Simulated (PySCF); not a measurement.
**Magnetic susceptibility: `[Al]([CH2]C)([Cl])[Cl]`, C2H5AlCl2**

Cartesian coordinates in Å; atom numbers follow the order of the lines, from 1:
```xyz
10

C    -1.2848    0.4123    0.1284
C    -0.2159   -0.5515   -0.4007
Al    1.6491   -0.0554    0.1519
Cl    2.0092    1.5988    1.2817
Cl    3.2332   -1.2020   -0.4135
H    -1.1002    1.4256   -0.2237
H    -1.2804    0.4348    1.2165
H    -2.2786    0.1104   -0.2026
H    -0.2774   -0.5976   -1.4953
H    -0.4453   -1.5709   -0.0653
```

The calculation used GIAO PBE0/aug-pcSseg-1 magnetisability, rotational g tensor and spin-rotation constants, non-relativistic, gas phase in PySCF. Geometry: GFN2-xTB.

(1) What are the magnetisability and the molar susceptibility?

(2) Split it along the inertial axes a, b, c into diamagnetic and paramagnetic parts about the centre of mass, with the quadrupole moment.

(3) And the rotational g tensor?

## Answers

(1) Isotropic -1354 × 10⁻³⁰ J/T², or -81.5 × 10⁻⁶ cm³/mol; principal values -1430, -1316, -1316 × 10⁻³⁰ J/T², anisotropy 114 × 10⁻³⁰ J/T² (root of half the summed squared differences of the principal values). The susceptibility is in cgs units.

(2) 
```csv
axis,χ (10⁻⁶ cm³/mol),diamagnetic (10⁻⁶ cm³/mol),paramagnetic (10⁻⁶ cm³/mol),summed x² of all electrons (Å²),quadrupole Θ (D Å)
a,-85.6,-522.1,436.5,174.5,-3.55
b,-79.8,-795.9,716.1,110.0,-2.22
c,-79.2,-1206.7,1127.5,13.1,+5.77
```
Anisotropies 2χaa − χbb − χcc = -12.1 and 2χbb − χaa − χcc = +5.2 × 10⁻⁶ cm³/mol. Θ is traceless in Buckingham's convention.

(3) 
| axis | rotational constant (GHz) | g | nuclear part | electronic part |
| --- | --- | --- | --- | --- |
| a | 2.6480 | -0.0056 | 0.5375 | -0.5431 |
| b | 1.6735 | -0.0087 | 0.5543 | -0.5630 |
| c | 1.0384 | -0.0079 | 0.5421 | -0.5500 |

Asymmetric top; isotopes 27Al, 12C, 35Cl, 1H; no vibrational averaging.
